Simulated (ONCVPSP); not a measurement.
**An all-electron radial function and its pseudo partner (silver)**

Columns: radius, all-electron u(r) and pseudo u(r) of the 4p shell (level -59.21 eV) of silver in the configuration [Ar] 3d10 4s2 4p6 4d10 5s0.75 5p0.25; LDA (Perdew-Wang 92), scalar-relativistic, ONCV scheme, ONCVPSP 4.0.1.

```tsv
r (bohr)	all-electron	pseudo
0.070	0.4062	0.0159
0.140	-0.0051	0.0629
0.210	-0.4876	0.1391
0.280	-0.6189	0.2413
0.350	-0.4477	0.3643
0.420	-0.1218	0.5008
0.490	0.2371	0.6420
0.560	0.5586	0.7780
0.630	0.8104	0.8989
0.700	0.9857	0.9965
0.770	1.0905	1.0649
0.840	1.1365	1.1013
0.910	1.1374	1.1066
0.980	1.1053	1.0839
1.050	1.0510	1.0387
1.120	0.9830	0.9771
1.190	0.9076	0.9055
1.260	0.8296	0.8290
1.330	0.7521	0.7519
1.400	0.6774	0.6773
1.470	0.6069	0.6067
1.540	0.5412	0.5411
1.610	0.4809	0.4808
1.680	0.4260	0.4259
1.750	0.3764	0.3763
1.820	0.3318	0.3317
```

How many radial nodes do the two functions have?

The all-electron 4p function has n − l − 1 = 2; the pseudo-wave has 0, since the states of the same l below it are removed with the core.

At about which radius was the pseudo-wave matched?

1.40 bohr, where the columns begin to agree (steps of 0.07 bohr).

Is the pseudo-wave norm-conserving?

Yes: the ONCV scheme keeps the norm inside the radius equal to the all-electron one, which fixes the energy derivative of the logarithmic derivative at the level.
